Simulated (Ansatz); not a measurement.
Ansatz (a quantum-chemistry and plane-wave program) input (HF/6-31G* with LANL2DZ past Ar): The .json file joins the Basis Set Exchange's 6-31G* for atoms up to Ar and LANL2DZ past it.

Ansatz 0.2 input:
```yaml
crystal:
  periodic: [false, false, false]
  atoms:
    - {symbol: Pb, position_ang: [-0.00000000, -0.00000000, -0.15843306]}
    - {symbol: O, position_ang: [0.00000000, 0.00000000, 1.62393884]}
basis:
  gaussian:
    orbitals: 6-31Gs+LANL2DZ.json
hamiltonian:
  xc: {name: HF}
phonons: {temperatures: {t_min: 298.15, t_max: 298.15, t_step: 100}}
```

Output:

```
Functional definition: HF
integrals: 0.00 GiB planned
269 factors; integrals over basis functions are off by at most 1.5e-4 eV
mean field: 0.04 GiB planned
mean field evaluation 1: about -2119.8558 eV, gradient 5.4e1 eV
mean field evaluation 2: about -2119.8559 eV, gradient 5.4e1 eV
mean field evaluation 4: about -2126.6686 eV, gradient 4.8e0 eV
mean field evaluation 8: about -2126.7489 eV, gradient 8.1e-4 eV
mean field -2126.74894867 eV, -78.1565823013 hartree, gradient 2.0e-5 eV, S^2 0.000000; 0 other end points of the search recorded, 0 dependent functions left out
the calculation of the forces begins
reference -2126.74894867 eV, -78.1565823013 hartree; 6, 6 occupied and 17, 17 virtual orbitals, 269 factors
these checks for a lower state are left out or cut short: stability, starts, cluster_reference, orbital_swaps, neighbouring_geometries, increment
integrals: 0.00 GiB planned
269 factors; integrals over basis functions are off by at most 1.5e-4 eV
mean field: 0.04 GiB planned
mean field evaluation 16: about -2126.7489 eV, gradient 6.5e-5 eV
mean field -2126.74894867 eV, -78.1565823013 hartree, gradient 2.6e-7 eV, S^2 0.000000; 0 other end points of the search recorded, 0 dependent functions left out
the calculation of the forces begins
reference -2126.74894867 eV, -78.1565823013 hartree; 6, 6 occupied and 17, 17 virtual orbitals, 269 factors
these checks for a lower state are left out or cut short: stability, starts, cluster_reference, orbital_swaps, neighbouring_geometries, increment
integrals: 0.00 GiB planned
269 factors; integrals over basis functions are off by at most 1.5e-4 eV
mean field: 0.04 GiB planned
mean field -2126.74894867 eV, -78.1565823013 hartree, gradient 2.6e-7 eV, S^2 0.000000; 0 other end points of the search recorded, 0 dependent functions left out
the calculation of the forces begins
reference -2126.74894867 eV, -78.1565823013 hartree; 6, 6 occupied and 17, 17 virtual orbitals, 269 factors
these checks for a lower state are left out or cut short: stability, starts, cluster_reference, orbital_swaps, neighbouring_geometries, increment
integrals: 0.00 GiB planned
269 factors; integrals over basis functions are off by at most 1.5e-4 eV
mean field: 0.04 GiB planned
mean field evaluation 32: about -2126.7489 eV, gradient 1.4e-6 eV
mean field -2126.74894867 eV, -78.1565823013 hartree, gradient 2.8e-7 eV, S^2 0.000000; 0 other end points of the search recorded, 0 dependent functions left out
the calculation of the forces begins
reference -2126.74894867 eV, -78.1565823013 hartree; 6, 6 occupied and 17, 17 virtual orbitals, 269 factors
these checks for a lower state are left out or cut short: stability, starts, cluster_reference, orbital_swaps, neighbouring_geometries, increment
integrals: 0.00 GiB planned
269 factors; integrals over basis functions are off by at most 1.5e-4 eV
mean field: 0.04 GiB planned
mean field -2126.74894867 eV, -78.1565823013 hartree, gradient 2.8e-7 eV, S^2 0.000000; 0 other end points of the search recorded, 0 dependent functions left out
the calculation of the forces begins
reference -2126.74894867 eV, -78.1565823013 hartree; 6, 6 occupied and 17, 17 virtual orbitals, 269 factors
these checks for a lower state are left out or cut short: stability, starts, cluster_reference, orbital_swaps, neighbouring_geometries, increment
integrals: 0.00 GiB planned
269 factors; integrals over basis functions are off by at most 1.5e-4 eV
mean field: 0.04 GiB planned
mean field -2126.74882508 eV, -78.1565777594 hartree, gradient 8.3e-7 eV, S^2 0.000000; 0 other end points of the search recorded, 0 dependent functions left out
the calculation of the forces begins
reference -2126.74882508 eV, -78.1565777594 hartree; 6, 6 occupied and 17, 17 virtual orbitals, 269 factors
these checks for a lower state are left out or cut short: stability, starts, cluster_reference, orbital_swaps, neighbouring_geometries, increment
integrals: 0.00 GiB planned
269 factors; integrals over basis functions are off by at most 1.5e-4 eV
mean field: 0.04 GiB planned
mean field -2126.74882576 eV, -78.1565777844 hartree, gradient 8.2e-7 eV, S^2 0.000000; 0 other end points of the search recorded, 0 dependent functions left out
the calculation of the forces begins
reference -2126.74882576 eV, -78.1565777844 hartree; 6, 6 occupied and 17, 17 virtual orbitals, 269 factors
these checks for a lower state are left out or cut short: stability, starts, cluster_reference, orbital_swaps, neighbouring_geometries, increment
integrals: 0.00 GiB planned
269 factors; integrals over basis functions are off by at most 1.5e-4 eV
mean field: 0.04 GiB planned
mean field -2126.74894867 eV, -78.1565823013 hartree, gradient 2.6e-7 eV, S^2 0.000000; 0 other end points of the search recorded, 0 dependent functions left out
the calculation of the forces begins
reference -2126.74894867 eV, -78.1565823013 hartree; 6, 6 occupied and 17, 17 virtual orbitals, 269 factors
these checks for a lower state are left out or cut short: stability, starts, cluster_reference, orbital_swaps, neighbouring_geometries, increment
integrals: 0.00 GiB planned
269 factors; integrals over basis functions are off by at most 1.5e-4 eV
mean field: 0.04 GiB planned
mean field evaluation 64: about -2126.7498 eV, gradient 8.5e-2 eV
mean field -2126.74894867 eV, -78.1565823013 hartree, gradient 2.6e-7 eV, S^2 0.000000; 0 other end points of the search recorded, 0 dependent functions left out
the calculation of the forces begins
reference -2126.74894867 eV, -78.1565823013 hartree; 6, 6 occupied and 17, 17 virtual orbitals, 269 factors
these checks for a lower state are left out or cut short: stability, starts, cluster_reference, orbital_swaps, neighbouring_geometries, increment
integrals: 0.00 GiB planned
269 factors; integrals over basis functions are off by at most 1.5e-4 eV
mean field: 0.04 GiB planned
mean field -2126.74894867 eV, -78.1565823013 hartree, gradient 2.8e-7 eV, S^2 0.000000; 0 other end points of the search recorded, 0 dependent functions left out
the calculation of the forces begins
reference -2126.74894867 eV, -78.1565823013 hartree; 6, 6 occupied and 17, 17 virtual orbitals, 269 factors
these checks for a lower state are left out or cut short: stability, starts, cluster_reference, orbital_swaps, neighbouring_geometries, increment
integrals: 0.00 GiB planned
269 factors; integrals over basis functions are off by at most 1.5e-4 eV
mean field: 0.04 GiB planned
mean field -2126.74894867 eV, -78.1565823013 hartree, gradient 2.8e-7 eV, S^2 0.000000; 0 other end points of the search recorded, 0 dependent functions left out
the calculation of the forces begins
reference -2126.74894867 eV, -78.1565823013 hartree; 6, 6 occupied and 17, 17 virtual orbitals, 269 factors
these checks for a lower state are left out or cut short: stability, starts, cluster_reference, orbital_swaps, neighbouring_geometries, increment
integrals: 0.00 GiB planned
269 factors; integrals over basis functions are off by at most 1.5e-4 eV
mean field: 0.04 GiB planned
mean field -2126.74882576 eV, -78.1565777844 hartree, gradient 8.2e-7 eV, S^2 0.000000; 0 other end points of the search recorded, 0 dependent functions left out
the calculation of the forces begins
reference -2126.74882576 eV, -78.1565777844 hartree; 6, 6 occupied and 17, 17 virtual orbitals, 269 factors
these checks for a lower state are left out or cut short: stability, starts, cluster_reference, orbital_swaps, neighbouring_geometries, increment
integrals: 0.00 GiB planned
269 factors; integrals over basis functions are off by at most 1.5e-4 eV
mean field: 0.04 GiB planned
mean field evaluation 96: about -2126.7488 eV, gradient 6.4e-6 eV
mean field -2126.74882508 eV, -78.1565777594 hartree, gradient 8.3e-7 eV, S^2 0.000000; 0 other end points of the search recorded, 0 dependent functions left out
the calculation of the forces begins
reference -2126.74882508 eV, -78.1565777594 hartree; 6, 6 occupied and 17, 17 virtual orbitals, 269 factors
Total energy: -2126.74894867 eV, -78.1565823013 hartree
Atom 0 at    -0.000000    -0.000000    -0.158433 Å, force    -0.000000    -0.000000     0.000047 eV/Å
Atom 1 at     0.000000     0.000000     1.623939 Å, force     0.000000     0.000000    -0.000047 eV/Å
Dipole moment:     0.000000     0.000000    -1.099257 e Å
Vibrations: 849.78 cm⁻¹, zero-point energy 0.052680 eV
```

The blocks after the first are displaced geometries, from whose forces the wavenumbers follow.
